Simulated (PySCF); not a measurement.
# ECD: SMILES C=C[C@@H]1/C(=C\C)[C@H]1F, C$_{7}$H$_{9}$F

Geometry:
```
atom   x (Å)   y (Å)   z (Å)
  C1  -2.593   1.008   0.628
  C2  -1.686   0.283  -0.003
  C3  -0.699  -0.575   0.676
  C4   0.667  -0.744   0.129
  C5   1.850  -0.221  -0.078
  C6   2.217   1.178   0.296
  C7  -0.248  -1.875   0.020
  F8  -0.068  -2.970   0.820
  H9  -2.670   1.008   1.703
 H10  -3.293   1.629   0.097
 H11  -1.619   0.299  -1.083
 H12  -0.790  -0.603   1.757
 H13   2.627  -0.812  -0.547
 H14   1.368   1.698   0.731
 H15   2.555   1.722  -0.585
 H16   3.036   1.169   1.014
 H17  -0.661  -2.182  -0.935
```

Computed with PySCF 2.14.0, TDDFT wB97X-D/def2-SVPD circular dichroism and optical rotation, one conformer, gas phase. Geometry: GFN2-xTB.

The molecule is flexible and this is one conformer; a measurement averages over conformers.

Assign R or S to each stereocentre.

C3 R, C7 S.

Which excitations and rotatory strengths does the calculation give?

Rotatory strengths R in 10⁻⁴⁰ esu² cm², velocity form and length form (origin at the centre of mass); f in length form.
```csv
state,E (eV),λ (nm),f,R (velocity),R (length),main
1,6.10,203,0.003,-9.3,-10.2,HOMO→LUMO 0.85
2,6.43,193,0.009,+44.8,+43.7,HOMO−2→LUMO 0.86
3,6.92,179,0.745,-172.9,-173.8,"HOMO−1→LUMO 0.54, HOMO→LUMO+1 0.37"
4,7.18,173,0.255,+121.4,+121.8,"HOMO→LUMO+1 0.54, HOMO−1→LUMO 0.38"
5,7.38,168,0.028,-14.5,-15.1,HOMO−1→LUMO+1 0.82
6,7.44,167,0.043,-5.8,-4.0,"HOMO→LUMO+2 0.57, HOMO→LUMO+4 0.17"
7,7.70,161,0.012,-14.3,-15.4,"HOMO−1→LUMO+2 0.75, HOMO−1→LUMO+3 0.15"
8,7.88,157,0.004,+6.7,+6.9,"HOMO→LUMO+3 0.37, HOMO→LUMO+4 0.27"
9,7.89,157,0.010,-1.5,-0.9,HOMO−2→LUMO+1 0.77
10,8.38,148,0.021,+12.2,+9.7,"HOMO→LUMO+3 0.28, HOMO→LUMO+2 0.17"
11,8.44,147,0.032,+15.5,+14.6,"HOMO−1→LUMO+3 0.39, HOMO−1→LUMO+4 0.24"
12,8.52,146,0.002,+3.0,+4.8,HOMO−3→LUMO 0.75
13,8.62,144,0.004,+5.9,+5.8,"HOMO−2→LUMO+2 0.35, HOMO→LUMO+5 0.20"
14,8.64,144,0.005,+23.7,+25.7,"HOMO−4→LUMO+1 0.67, HOMO−1→LUMO+4 0.09"
15,8.72,142,0.004,+7.7,+7.5,"HOMO−1→LUMO+4 0.42, HOMO−1→LUMO+5 0.18"
16,8.77,141,0.021,-12.2,-13.6,"HOMO→LUMO+5 0.29, HOMO−2→LUMO+2 0.19"
```

Among the states computed, the strongest CD band (largest |R|) is state 3. The largest dissymmetry factor in size, g = 4R/(D+G), with D and G the electric and magnetic dipole strengths, is +0.073 for state 14 (velocity form, f = 0.004), among bands with |R| over 0.5. The mirror image has the same energies and oscillator strengths and all R with the opposite sign.
